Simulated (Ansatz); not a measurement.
Reaction (cleavage of the Si–Sn bond): `C[SiH](C)[SnH3]` + dimethylamine → `CN(C)[SiH](C)C` + `[SnH4]`

Isolated molecules relaxed with PBE0-D4/def2-TZVP in Ansatz; ΔE leaves out vibrations. CBS: MP2 limit from def2 TZ/QZ plus the TZ coupled-cluster correction, frozen cores. Elements past krypton have def2 core potentials. For Sn outer-core shells are correlated without core-valence functions, which leaves a few kJ/mol of doubt a bond. Each species was taken in one conformer, which may not be the lowest.

| species | CCSD/CBS(def2) energy (Eh) |
| --- | --- |
| `C[SiH](C)[SnH3]` | -585.20695 |
| `CNC` | -134.98104 |
| `CN(C)[SiH](C)C` | -503.81285 |
| `[SnH4]` | -216.38310 |

Question: Work out ΔE.

Answer: ΔE = (-503.81285) + (-216.38310) − (-585.20695) − (-134.98104) = -0.00796 Eh = -5.0 kcal/mol. CCSD(T)/CBS gives -5.0 kcal/mol.

Largest T1 diagnostic among the species: 0.013.

The D4 term adds −1.8 kcal/mol with B3LYP and −1.1 kcal/mol with PBE0; it sums over pairs of atoms, weighted by their polarisabilities, and B3LYP, whose exchange is more repulsive, gets the larger term. From PBE to PBE0 (25 % exact exchange), in def2-TZVPP and without D4, ΔE moves by −1.1 kcal/mol.

B3LYP here is the variant with VWN-RPA as its local correlation; programs differ in this.
